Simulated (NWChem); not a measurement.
Everything below was run with NWChem. System: H₄Al (-1), charge -1, spin multiplicity 1, at a geometry optimised with B3LYP/def2-SVP. The structure started from a generated list of species. Level: MP2/aug-cc-pVTZ, 5 core orbitals frozen.

Job file:

```
start mol
memory heap 200 mb stack 900 mb global 1100 mb
charge -1
geometry units angstroms nocenter noautoz
  Al     0.000000     0.000000     0.000001
  H      0.000000    -1.344242    -0.950536
  H      0.000000     1.344242    -0.950536
  H      1.344251     0.000000     0.950529
  H     -1.344251     0.000000     0.950529
  symmetry group C2v
end
basis spherical
  * library aug-cc-pvtz
end
scf
  rhf
  nopen 0
  maxiter 100
  thresh 1e-7
  semidirect memsize 60000000 filesize 0
end
mp2
  freeze core 5
end
task mp2 energy
```

Part of the output:

```
             Northwest Computational Chemistry Package (NWChem) 7.3.0
             --------------------------------------------------------

                                NWChem Input Module
                                -------------------

 Scaling coordinates for geometry "geometry" by  1.889725989
 (inverse scale =  0.529177249)

 Turning off AUTOSYM since
 SYMMETRY directive was detected!

                             Geometry "geometry" -> ""
                             -------------------------

 Output coordinates in angstroms (scale by  1.889725989 to convert to a.u.)

  No.       Tag          Charge          X              Y              Z
 ---- ---------------- ---------- -------------- -------------- --------------
    1 Al                  13.0000     0.00000000     0.00000000     0.00000100
    2 H                    1.0000     0.00000000    -1.34424200    -0.95053600
    3 H                    1.0000     0.00000000     1.34424200    -0.95053600
    4 H                    1.0000     1.34425100     0.00000000     0.95052900
    5 H                    1.0000    -1.34425100     0.00000000     0.95052900

 Effective nuclear repulsion energy (a.u.)      17.8949239701

            Nuclear Dipole moment (a.u.)
            ----------------------------
        X                 Y               Z
 ---------------- ---------------- ----------------
     0.0000000000     0.0000000000    -0.0000018897

      Symmetry information
      --------------------

 Group name             C2v
 Group number             16
 Group order               4
 No. of unique centers     3

      Symmetry unique atoms

     1    2    4


 Summary of "ao basis" -> "" (spherical)
 ------------------------------------------------------------------------------
       Tag                 Description            Shells   Functions and Types
 ---------------- ------------------------------  ------  ---------------------
 *                        aug-cc-pvtz                 on all atoms

 Summary of "ao basis" -> "ao basis" (spherical)
 ------------------------------------------------------------------------------
       Tag                 Description            Shells   Functions and Types
 ---------------- ------------------------------  ------  ---------------------
 Al                       aug-cc-pvtz               16       50   6s5p3d2f
 H                        aug-cc-pvtz                9       23   4s3p2d

                                 NWChem SCF Module
                                 -----------------

  ao basis        = "ao basis"
  functions       =   142
  atoms           =     5
  closed shells   =     9
  open shells     =     0
  charge          =  -1.00
  wavefunction    = RHF
  use symmetry    = T
  symmetry adapt  = T

 Summary of "ao basis" -> "ao basis" (spherical)
 ------------------------------------------------------------------------------
       Tag                 Description            Shells   Functions and Types
 ---------------- ------------------------------  ------  ---------------------
 Al                       aug-cc-pvtz               16       50   6s5p3d2f
 H                        aug-cc-pvtz                9       23   4s3p2d

      Symmetry analysis of basis
      --------------------------

        a1         53
        a2         19
        b1         35
        b2         35

 Forming initial guess at       0.0s

      Superposition of Atomic Density Guess
      -------------------------------------

 Sum of atomic energies:        -243.87887473
[...]
    76      0.759383  3 H  s                 99     -0.759391  4 H  s

 Vector   11  Occ=0.000000D+00  E= 1.166912D-01  Symmetry=b1
              MO Center=  8.3D-14, -1.3D-15, -1.2D+00, r^2= 4.3D+01
   Bfn.  Coefficient  Atom+Function         Bfn.  Coefficient  Atom+Function
  ----- ------------  ---------------      ----- ------------  ---------------
   100      4.272378  4 H  s                123     -4.272378  5 H  s
    19     -3.107616  1 Al px                16     -1.398926  1 Al px
    99      1.073933  4 H  s                122     -1.073933  5 H  s
    35      0.922220  1 Al d  1              25      0.439304  1 Al d  1
   107     -0.193754  4 H  px               130     -0.193754  5 H  px

 Vector   12  Occ=0.000000D+00  E= 1.166913D-01  Symmetry=b2
              MO Center=  3.9D-18, -2.5D-14,  1.2D+00, r^2= 4.3D+01
   Bfn.  Coefficient  Atom+Function         Bfn.  Coefficient  Atom+Function
  ----- ------------  ---------------      ----- ------------  ---------------
    54      4.272389  2 H  s                 77     -4.272389  3 H  s
    20      3.107607  1 Al py                17      1.398920  1 Al py
    53      1.073933  2 H  s                 76     -1.073933  3 H  s
    33     -0.922224  1 Al d -1              23     -0.439304  1 Al d -1
    62      0.193748  2 H  py                85      0.193748  3 H  py

 center of mass
 --------------
 x =   0.00000000 y =   0.00000000 z =   0.00000078

 moments of inertia (a.u.)
 ------------------
          26.013705485292           0.000000000000           0.000000000000
           0.000000000000          26.013879651627           0.000000000000
           0.000000000000           0.000000000000          26.013609635458

  Mulliken analysis of the total density
  --------------------------------------

    Atom       Charge   Shell Charges
 -----------   ------   -------------------------------------------------------
    1 Al  13    13.35   2.00  1.94  0.66  0.11  0.13  0.07  5.23  1.22  0.78  0.66  0.02  0.30  0.15  0.04  0.04  0.02
    2 H    1     1.16   0.23  0.54  0.37 -0.01  0.00  0.01  0.02  0.00  0.00
    3 H    1     1.16   0.23  0.54  0.37 -0.01  0.00  0.01  0.02  0.00  0.00
    4 H    1     1.16   0.23  0.54  0.37 -0.01  0.00  0.01  0.02  0.00  0.00
    5 H    1     1.16   0.23  0.54  0.37 -0.01  0.00  0.01  0.02  0.00  0.00

       Multipole analysis of the density wrt the origin
       ------------------------------------------------

     L   x y z        total         open         nuclear
     -   - - -        -----         ----         -------
     0   0 0 0     -1.000000      0.000000     17.000000

     1   1 0 0      0.000000      0.000000      0.000000
     1   0 1 0      0.000000      0.000000      0.000000
     1   0 0 1      0.000011      0.000000     -0.000002

     2   2 0 0    -19.469297      0.000000     12.905903
     2   1 1 0     -0.000000      0.000000      0.000000
     2   1 0 1      0.000000      0.000000      0.000000
     2   0 2 0    -19.469258      0.000000     12.905730
     2   0 1 1      0.000000      0.000000      0.000000
     2   0 0 2    -19.469332      0.000000     12.905998

                   NWChem MP2 Semi-direct Energy/Gradient Module
                   ---------------------------------------------

  Basis functions       =    142
  Molecular orbitals    =    142
  Frozen core           =      5
  Frozen virtuals       =      0
  Active alpha occupied =      4
  Active beta occupied  =      4
  Active alpha virtual  =    133
  Active beta virtual   =    133
  Use MO symmetry       = T
  Use skeleton AO sym   = T

  AO/Fock/Back tols     =   1.0D-09  1.0D-09  1.0D-09

 GA uses MA = F    GA memory limited = T

 Available:
  local mem=  1.26D+08
 global mem=  1.44D+08
 local disk=  0.00D+00
  mp2_memr nvloc                   133
  nvloc new                   133
   1 passes of   4:        5242880                      67723                  18399273.
   1 passes of   4: M    126151854           G      144138872           F     120908974.

 Semi-direct pass number   1 of   1  for RHF alpha+beta  at        2.7s
  vrange nnbf                 10153
  mp2_eaftype                    70  avail_ma_in_mb                  1099
 EAF : mp2_eaftype filesize          70    9199637.
  mp2_eaf for mointskh                     70
Node 0 wrote     43.2 Mb in      0.0 s     Agg I/O rate:  7055.9 Mb/s
 Done moints_semi at        7.9s
  mp2_eaftype                    70  avail_ma_in_mb                  1029
 EAF : mp2_eaftype filesize          70    9199637.
  mp2_eaf for kh                    70
 Done maket at        8.0s
 Done multipass loop at        8.0s

          -------------------------------------------
          SCF energy                -244.248679947846
          Correlation energy          -0.132507992070
          Singlet pairs               -0.118209871550
          Triplet pairs               -0.014298120520
          Total MP2 energy          -244.381187939916
          -------------------------------------------

          ---------------------------------------------------
                    Spin Component Scaled (SCS) MP2
          Same spin pairs                     -0.009532080347
          Same spin scaling factor             0.333333333333
          Opposite spin pairs                 -0.122975911724
          Opposite spin scaling fact.          1.200000000000
          SCS-MP2 correlation energy          -0.150748454184
          Total SCS-MP2 energy              -244.399428402030
          ---------------------------------------------------

 -----------------------
 Performance information
 -----------------------

 Timer overhead =  1.37D-07 seconds/call

               Nr. of calls         CPU time (s)                 Wall time (s)                GFlops
             ---------------    -------------------     ------------------------------   -------------------
Name         Min   Avg   Max    Min     Avg     Max     Min     Avg     Max   Mx/calls   Min     Max     Sum
mp2: moin     1     1     1    5.2     5.2     5.2      5.2     5.2     5.2     5.2      0.0     0.0     0.0
mp2: make     1     1     1   7.78E-2 7.78E-2 7.78E-2  7.78E-2 7.78E-2 7.78E-2 7.78E-2   0.0     0.0     0.0
mp2: tota     1     1     1    5.3     5.3     5.3      5.3     5.3     5.3     5.3      0.0     0.0     0.0

 The average no. of pstat calls per process was 3.00D+00
 with a timing overhead of 4.11D-07s

 Task  times  cpu:        8.0s     wall:        8.0s

 Total times  cpu:        8.0s     wall:        8.0s
```
